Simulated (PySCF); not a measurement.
C, charge -1, quartet (in this run its highest filled SCF level lies above zero, so its values depend strongly on the basis, on diffuse functions most of all); B3LYP/def2-SVP (PySCF).

The PySCF input:
```python
from pyscf import gto, scf, dft

mol = gto.Mole()
mol.atom = '''
    C     0.000000    0.000000    0.000000
'''
mol.basis = 'def2-svp'
mol.charge = -1
mol.spin = 3
mol.verbose = 4
mol.build()

mf = dft.UKS(mol)
mf.xc = 'b3lyp'
mf.grids.level = 0
mf.kernel()
```

Output, abridged:

```
PySCF version 2.14.0

[INPUT] verbose = 4
[INPUT] num. atoms = 1
[INPUT] num. electrons = 7
[INPUT] charge = -1
[INPUT] spin (= nelec alpha-beta = 2S) = 3
[INPUT] symmetry False subgroup None
[INPUT] Mole.unit = angstrom
[INPUT] Symbol           X                Y                Z      unit          X                Y                Z       unit  Magmom
[INPUT]  1 C      0.000000000000   0.000000000000   0.000000000000 AA    0.000000000000   0.000000000000   0.000000000000 Bohr   0.0

nuclear repulsion = 0
number of shells = 6
number of NR pGTOs = 24
number of NR cGTOs = 14
basis = def2-svp
ecp = {}

******** <class 'pyscf.dft.uks.UKS'> ********
method = UKS
initial guess = minao
damping factor = 0
level_shift factor = 0
DIIS = <class 'pyscf.scf.diis.CDIIS'>
diis_start_cycle = 1
diis_space = 8
diis_damp = 0
SCF conv_tol = 1e-09
SCF conv_tol_grad = None
SCF max_cycles = 50
direct_scf = True
direct_scf_tol = 1e-13
number electrons alpha = 5  beta = 2
XC library pyscf.dft.libxc version 7.1.2
    S. Lehtola, C. Steigemann, M. J. T. Oliveira, and M. A. L. Marques,  SoftwareX 7, 1–5 (2018)
XC functionals = b3lyp
    P. J. Stephens, F. J. Devlin, C. F. Chabalowski, and M. J. Frisch,  J. Phys. Chem. 98, 11623 (1994)
radial grids:
    Treutler-Ahlrichs [JCP 102, 346 (1995); DOI:10.1063/1.469408] (M4) radial grids

becke partition: Becke, JCP 88, 2547 (1988); DOI:10.1063/1.454033
pruning grids: <function nwchem_prune>
grids dens level: 0
symmetrized grids: False
atomic radii adjust function: <function treutler_atomic_radii_adjust>
small_rho_cutoff = 0
Set gradient conv threshold to 3.16228e-05
tot grids = 1088
init E= -37.6763675648744

cycle= 1 E= -37.8083231295842  delta_E= -0.132  |g|= 0.132  |ddm|= 0.884
cycle= 2 E= -37.8150817914695  delta_E= -0.00676  |g|= 0.0992  |ddm|= 0.414
cycle= 3 E= -37.8226665894974  delta_E= -0.00758  |g|= 0.00414  |ddm|= 0.158
cycle= 4 E= -37.8226915975755  delta_E= -2.5e-05  |g|= 0.000331  |ddm|= 0.0154
cycle= 5 E= -37.8226917435486  delta_E= -1.46e-07  |g|= 1.2e-05  |ddm|= 0.00125
cycle= 6 E= -37.8226917436842  delta_E= -1.36e-10  |g|= 4.14e-08  |ddm|= 3.24e-05
Extra cycle  E= -37.8226917436842  delta_E=    0  |g|= 2.44e-08  |ddm|= 1.03e-07
converged SCF energy = -37.8226917436842  <S^2> = 3.7530706  2S+1 = 4.001535
```
